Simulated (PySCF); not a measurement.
Te(iPr)(SH) (C₃H₈STe), SMILES CC(C)[Te]S.

The structure is a stationary point at r2SCAN-D4/def2-SVP. The def2 effective core potentials stand for the cores of Te; spin–orbit coupling is left out. One conformer was computed; it need not be the lowest.

Method: PBE/def2-TZVP (PySCF).

The molecule is in vacuum.

```json
{
  "total_energy": "-785.07643 hartree",
  "highest_occupied_level": "-5.14 eV",
  "lowest_empty_level": "-2.37 eV",
  "orbital_gap": "2.77 eV",
  "dipole_moment": "2.03 D",
  "quadrupole, principal values (traceless, Buckingham form, about the centre of nuclear charge)": "-3.55, 0.17, 3.38 D·Å",
  "mean_static_polarisability": "99.7 bohr³ (14.78 Å³)",
  "polarisability_principal_values": "74.9, 97.7, 126.6 bohr³"
}
```
